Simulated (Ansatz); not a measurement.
`F[SiH2]C[SiH](F)F` + `F[SiH3]` → `F[SiH2][SiH](F)F` + `C[SiH2]F` at 600 K and 1 bar (formal exchange of groups at the Si–C bond).

Calculated with Ansatz (gas phase, PBE0-D4/def2-TZVP geometries, no zero-point term in ΔE). CCSD(T)/CBS is the MP2 limit (def2-TZVPP, def2-QZVPP) plus CCSD(T) − MP2 in def2-TZVPP, frozen cores. This one scheme is used for every species. One conformer a species, not always the lowest.

```tsv
species	CCSD(T)/CBS energy (Eh)	H − E (kJ/mol)	S (J/(mol·K))
`F[SiH2]C[SiH](F)F`	-918.82142	235.0	497.5
`F[SiH3]`	-390.72345	101.0	280.0
`F[SiH2][SiH](F)F`	-879.52477	150.2	439.8
`C[SiH2]F`	-430.00374	191.4	351.0
```

H − E and S are ideal-gas, rigid-rotor, harmonic terms from PBE0-D4/def2-TZVP, for one conformer and one mirror image of each species. 1 Eh = 2625.50 kJ/mol, R = 8.31446 J/(mol·K).

**Question.** By hand: ΔE, ΔH, ΔS and ΔG.

**Answer.** ΔE = (-879.52477) + (-430.00374) − (-918.82142) − (-390.72345) = 0.01636 Eh = 43.0 kJ/mol. Δ(H − E) = 150.2 + 191.4 − 235.0 − 101.0 = 5.6, so ΔH = 48.6 kJ/mol. ΔS = 439.8 + 351.0 − 497.5 − 280.0 = 13.3 J/(mol·K). ΔG = 48.6 − 600 × (13.3)/1000 = 40.6 kJ/mol.

**Question.** By hand: the equilibrium constant, and the temperature at which ΔG would vanish if ΔH and ΔS stayed fixed.

**Answer.** log₁₀ K = −ΔG/(RT ln 10) = -3.5. ΔG = 0 at ΔH/ΔS = 3654 K, far beyond where these terms or the molecules hold.

The number of gas molecules stays the same, so ΔS is small and ΔH decides. A doubt of 5 kJ/mol in ΔE shifts log₁₀ K by 0.4 here. Other conformers and mirror images would add mixing entropy, several J/(mol·K) or more a flexible species. Modes under 60 cm⁻¹, often nearly free rotors, make the harmonic entropy too high. These are equilibria of isolated gas molecules and say nothing of rates. Largest T1 diagnostic: 0.012 (customary marks: 0.02 for closed shells, 0.045 for open ones).
